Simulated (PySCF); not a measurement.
# NiH from Hartree–Fock to correlated methods

State: ²Δ (doublet), unpaired electrons δ ↑. Set-up: basis Ni def2-TZVPP, H def2-TZVPP; no relativity; PySCF 2.14. De refers to Ni (3d8 4s2) + H in their high-spin ground configurations, without counterpoise correction. The functionals are run spin-unrestricted. A positive dipole means Ni(−)H(+).

| Level | Re (Å) | ωe (cm⁻¹) | De (eV) | μ (D) |
| --- | --- | --- | --- | --- |
| ROHF | 1.549 | 1659 | n/a | -4.12 |
| ROHF-MP2 | 1.424 | 2149 | n/a | n/a |
| ROHF-SCS-MP2 | 1.438 | 2060 | n/a | n/a |
| ROHF-CCSD | 1.466 | 1903 | 2.73 | n/a |
| ROHF-CCSD(T) | 1.452 | 1969 | 2.96 | n/a |
| PBE | 1.469 | 1949 | n/a | -2.10 |
| PBEsol | 1.460 | 1981 | n/a | -2.07 |
| r²SCAN | 1.456 | 2006 | n/a | -2.24 |
| M06-L | 1.474 | 1965 | n/a | -2.47 |
| PBE0 | 1.472 | 1929 | n/a | -2.61 |
| r²SCAN0 | 1.462 | 1974 | n/a | -2.63 |
| ωB97M-V | 1.472 | 1948 | n/a | -2.81 |
| B2PLYP | 1.463 | 1980 | n/a | -2.98 |

Task: What does a quarter of exact exchange do here, going from PBE to PBE0?

Result: PBE0 less PBE: +0.3 pm in Re, -1.0 % in ωe. Exact exchange removes part of the self-interaction that spreads semilocal densities, and in most molecules shortens and stiffens the bond and lowers De; here Re and ωe go the other way.

Task: What does the step from GGA to meta-GGA do here, going from PBE to r²SCAN?

Result: r²SCAN less PBE: -1.3 pm in Re, +2.9 % in ωe. 

Task: What does a quarter of exact exchange do here, going from r²SCAN to r²SCAN0?

Result: r²SCAN0 less r²SCAN: +0.6 pm in Re, -1.6 % in ωe. Exact exchange removes part of the self-interaction that spreads semilocal densities, and in most molecules shortens and stiffens the bond and lowers De; here Re and ωe go the other way.

Correlated steps freeze 5 core orbitals. De is left out where the level can put another filling of the metal’s s and d shells below the measured ground configuration, by anything from nothing to about 1 eV. Counting both spins, an empty level lies below a filled one in some of these solutions, because spin and occupation are held. B2PLYP dipoles, levels and charges come from its SCF part alone. The CCSD T1 diagnostic is raised, a sign that a single reference may not be enough here. UHF is strongly spin-contaminated for NiH, so the ROHF reference used there is far from stable. The state is the lowest single determinant that the PBE0 search found; with open d or f shells the true ground state can be another one.
